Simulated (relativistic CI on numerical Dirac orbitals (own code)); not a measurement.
## Au³⁺: O2,3 absorption edge

Computed with this model: Dirac-Coulomb-Breit CI, separate exchange-only KLI orbitals for each configuration, model QED, valence Slater integrals scaled by 0.9, multiplet model of core-to-valence dipole absorption; configurations [Xe] 4f14 5d8 → [Kr] 4d10 4f14 5s2 5p5 5d9; 300 K; Lorentzian 0.6 eV and Gaussian 0.3 eV FWHM. Energies are those of the free ion, without screening or charge transfer. The branching ratio is the share of the lower-energy edge in the whole absorption, uncertain by about 0.02 where the edges overlap. S is read from ⟨S²⟩ = S(S + 1).

Field parameters in Wybourne normalisation: D3d B²₀ = −7Dσ, B⁴₀ = −14Dq − 21Dτ, B⁴₃ = −14√(10/7) Dq; D4h B²₀ = −7Ds, B⁴₀ = 21(Dq − Dt), B⁴₄ = 21√(5/14) Dq; Oh B⁴₀ = 21Dq, B⁴₄ = √(5/14) B⁴₀; Td as Oh with Dq negative (B⁴₀ = 21Dq, B⁴₄ = √(5/14) B⁴₀). The field is a parameter set, without covalency.

Computed curve for D3d, 10Dq = 33050, Dσ = 390, Dτ = 120 cm⁻¹, scaled to 100 at the maximum (points under 2 are left out and the grid is thinned):

(Energy (eV), Intensity): (55.1, 2.0), (55.4, 2.4), (55.7, 3.0), (56.0, 3.8), (56.3, 4.9), (56.7, 7.7), (57.0, 12.1), (57.3, 22.0), (57.6, 46.2), (57.9, 76.3), (58.2, 86.5), (58.5, 96.0), (58.8, 99.8), (59.1, 79.8), (59.4, 75.7), (59.8, 46.1), (60.1, 21.9), (60.4, 12.7), (60.7, 9.1), (61.0, 7.7), (61.3, 8.1), (61.6, 11.6), (61.9, 20.1), (62.2, 23.8), (62.5, 26.2), (62.9, 19.9), (63.2, 17.8), (63.5, 25.7), (63.8, 21.5), (64.1, 11.7), (64.4, 9.2), (64.7, 8.3), (65.0, 5.4), (65.3, 4.0), (65.6, 4.3), (66.0, 8.8), (66.3, 12.9), (66.6, 8.8), (66.9, 5.7), (67.2, 4.5), (67.5, 2.8), (74.6, 2.0), (74.9, 3.3), (75.2, 6.3), (75.5, 14.7), (75.9, 24.2), (76.2, 16.7), (76.5, 8.4), (76.8, 4.5), (77.1, 3.3), (77.4, 3.3), (77.7, 4.5), (78.0, 8.8), (78.3, 18.6), (78.6, 18.3), (79.0, 6.5), (79.3, 3.7), (79.6, 3.3), (79.9, 3.3), (80.2, 2.3)

The ground state has S = 0.99, and the centroid lies at 62.52 eV.
